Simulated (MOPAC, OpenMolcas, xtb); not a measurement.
A ladder of methods for GaGeH5 (SMILES [GaH2][GeH3])

The species is GaGeH5 (7 atoms), meant as a singlet with charge 0. SMILES: `[GaH2][GeH3]`. Geometry: relaxed at PBE0-D4/def2-TZVP.

Quantity: the HOMO–LUMO gap, in eV. The values are calculated.

```json
{"level": "PM3", "kind": "semi-empirical", "program": "MOPAC", "value (eV)": "6.54", "CPU time": "under 2 s"}
{"level": "GFN0-xTB", "kind": "semi-empirical", "program": "xtb", "value (eV)": "4.99", "CPU time": "under 2 s"}
{"level": "HF/def2-SVPD", "kind": "Hartree–Fock", "program": "OpenMolcas", "value (eV)": "10.71", "CPU time": "20 s"}
{"level": "SVWN5/def2-SVPD", "kind": "LDA", "program": "OpenMolcas", "value (eV)": "3.51", "CPU time": "33 s"}
{"level": "revPBE/def2-SVPD", "kind": "GGA", "program": "OpenMolcas", "value (eV)": "3.72", "CPU time": "43 s"}
{"level": "r2SCAN/def2-SVPD", "kind": "meta-GGA", "program": "OpenMolcas", "value (eV)": "4.17", "CPU time": "60 s"}
{"level": "M06-2X/def2-SVPD", "kind": "hybrid meta-GGA", "program": "OpenMolcas", "value (eV)": "7.01", "CPU time": "58 s"}
{"level": "B2PLYP/def2-SVPD", "kind": "double hybrid", "program": "OpenMolcas", "value (eV)": "7.38", "CPU time": "36 s"}
```

All-electron rows without a relativistic Hamiltonian named are non-relativistic. The values span 3.51 to 10.71 eV. Orbital gaps aren't excitation energies, and those of double hybrids come from the SCF part alone; they tend to grow with the share of exact exchange. CPU times are rough (shared hosts, several kinds of processor and program).
